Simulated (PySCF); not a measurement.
PySCF 2.14 output of an unrestricted MN15 calculation on a single atom or ion in aug-cc-pVQZ-DK3 (9s8p6d3f2g, 102 functions), with scalar relativity by spin-free X2C-1e:

```
SCF conv_tol = 1e-09
number electrons alpha = 28  beta = 26
    H. S. Yu, X. He, S. L. Li, and D. G. Truhlar.,  Chem. Sci. 7, 5032-5051 (2016)
    H. S. Yu, X. He, S. L. Li, and D. G. Truhlar.,  Chem. Sci. 7, 5032-5051 (2016)
cycle= 1 E= -7450.43504803241  delta_E= 0.0904  |g|= 0.341  |ddm|= 18.2
cycle= 2 E= -7450.56162973959  delta_E= -0.127  |g|= 0.107  |ddm|=   17
cycle= 3 E= -7450.5233186807  delta_E= 0.0383  |g|= 0.203  |ddm|= 5.01
cycle= 4 E= -7450.44579010576  delta_E= 0.0775  |g|= 0.334  |ddm|= 5.58
cycle= 5 E= -7450.25409011241  delta_E= 0.192  |g|= 0.465  |ddm|= 10.8
cycle= 6 E= -7450.3686303186  delta_E= -0.115  |g|= 0.406  |ddm|= 5.52
cycle= 7 E= -7450.38839158974  delta_E= -0.0198  |g|= 0.39  |ddm|= 0.65
cycle= 8 E= -7450.36104086226  delta_E= 0.0274  |g|= 0.411  |ddm|= 1.56
cycle= 9 E= -7450.19511022999  delta_E= 0.166  |g|= 0.476  |ddm|= 6.74
cycle= 10 E= -7450.16244126533  delta_E= 0.0327  |g|= 0.499  |ddm|= 15.4
cycle= 11 E= -7450.52903891604  delta_E= -0.367  |g|= 0.212  |ddm|= 12.5
cycle= 12 E= -7450.55795379034  delta_E= -0.0289  |g|= 0.117  |ddm|= 0.876
cycle= 13 E= -7450.5754313931  delta_E= -0.0175  |g|= 0.0426  |ddm|= 2.49
cycle= 14 E= -7450.57621365179  delta_E= -0.000782  |g|= 0.0169  |ddm|= 0.469
cycle= 15 E= -7450.5484072322  delta_E= 0.0278  |g|= 0.0759  |ddm|= 3.91
cycle= 16 E= -7450.54872707127  delta_E= -0.00032  |g|= 0.0756  |ddm|= 0.0707
cycle= 17 E= -7450.51675785852  delta_E= 0.032  |g|= 0.139  |ddm|= 3.62
cycle= 18 E= -7450.52974318823  delta_E= -0.013  |g|= 0.132  |ddm|=  1.1
cycle= 19 E= -7450.57632778595  delta_E= -0.0466  |g|= 0.0205  |ddm|= 6.37
cycle= 20 E= -7450.56325998993  delta_E= 0.0131  |g|= 0.0765  |ddm|= 2.84
cycle= 21 E= -7450.55955942627  delta_E= 0.0037  |g|= 0.0844  |ddm|= 0.478
cycle= 22 E= -7450.57649575951  delta_E= -0.0169  |g|= 0.0163  |ddm|= 3.09
cycle= 23 E= -7450.57625209069  delta_E= 0.000244  |g|= 0.0169  |ddm|= 0.562
cycle= 24 E= -7450.57669709065  delta_E= -0.000445  |g|= 0.00775  |ddm|= 0.282
cycle= 25 E= -7450.57656050051  delta_E= 0.000137  |g|= 0.0112  |ddm|= 0.151
cycle= 26 E= -7450.57403728567  delta_E= 0.00252  |g|= 0.0363  |ddm|= 1.19
cycle= 27 E= -7450.57527770202  delta_E= -0.00124  |g|= 0.0274  |ddm|= 0.388
cycle= 28 E= -7450.57674113259  delta_E= -0.00146  |g|= 0.00563  |ddm|= 0.575
cycle= 29 E= -7450.57679773665  delta_E= -5.66e-05  |g|= 0.000842  |ddm|= 0.152
cycle= 30 E= -7450.57679874526  delta_E= -1.01e-06  |g|= 0.000403  |ddm|= 0.0265
cycle= 31 E= -7450.57679904076  delta_E= -2.95e-07  |g|= 4.74e-05  |ddm|= 0.00998
cycle= 32 E= -7450.57679904466  delta_E= -3.9e-09  |g|= 5.62e-06  |ddm|= 0.000929
cycle= 33 E= -7450.57679904471  delta_E= -4.73e-11  |g|= 2.11e-06  |ddm|= 0.000153
converged SCF energy = -7450.57679904471  <S^2> = 2.0025874  2S+1 = 3.0017245
```

The run itself started from symmetry-adapted Hartree-Fock orbitals and held the occupation by maximum overlap, on a logarithmic radial grid, so the iterations belong to that start.

**Question.** Which element, charge and spin multiplicity is this?

**Answer.** Xe (xenon, neutral), multiplicity 3; the state was [Kr] 4d10 5s1 5p6 6p1, high-spin 3P determinant (an excited configuration).

The outer electron is Rydberg-like, and this basis confines it to a smaller radius and binds it less than a complete one would.
